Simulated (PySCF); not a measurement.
# Spinor energies of Bi⁴⁸⁺ (bismuth, charge +48)

Start: [Ar] 3d10 4s2 4p5; 4p1/2 filled at m_j = +1/2; 4p3/2 filled at m_j = -3/2, -1/2, +1/2, +3/2. Calculated with PySCF 2.14 in an even-tempered Gaussian basis (16 s from 6.8 bohr⁻², ratio 2.8; 14 p from 8.9 bohr⁻², ratio 2.8; 8 d from 16 bohr⁻², ratio 2.8; 4 f from 41 bohr⁻², ratio 3): generalised Hartree-Fock with the X2C-1e Hamiltonian and a Gaussian nucleus; one run each with spin-orbit coupling (SO) screened by Boettger's factors, then bare. This is a chosen level, not necessarily the ground level.

```csv
spinor shell,electrons,"ε, screened SO (eV)","ε, bare SO (eV)",weight of nominal j (bare SO),"rms radius, bare SO (bohr)"
1s1/2,2,-93518.5,-93516.1,1.000,0.0178
2s1/2,2,-18999.6,-18998.9,1.000,0.0717
2p1/2,2,-18332.2,-18384.5,1.000,0.0604
2p3/2,4,-16005.2,-15990.1,1.000,0.0690
3s1/2,2,-6442.6,-6442.4,1.000,0.181
3p1/2,2,-6147.3,-6159.3,1.000,0.172
3d3/2,4,-5136.8,-5146.8,1.000,0.163
3d5/2,6,-5021.2,-5015.0,1.000,0.168
4s1/2,2,-2998.7,-2998.6,1.000,0.380
4p1/2,1,-2879.5,-2883.3,1.000,0.371
4p3/2,4,-2699.1,-2698.0,1.000,0.394
```

(1) Where does 3p3/2 lie, and what is the 3p spin-orbit splitting (bare SO)?

```csv
quantity,screened SO,bare SO
E (hartree),-19907.44493,-19909.73594
M_J,1/2,1/2
⟨J²⟩,0.751,0.751
⟨L²⟩,2.108,2.115
⟨S²⟩,0.856,0.863
```

Each row is a mean over spinors that exchange with the open shell spreads, by up to 8.336 eV (3p1/2).

Breit and QED terms are absent; they matter most for the inner s and p1/2 levels.

Densities and radii are taken from the X2C orbitals without a picture-change correction, which distorts them close to the nucleus.

Answers

(1) At -5597.2 eV, 562.07 eV above 3p1/2.
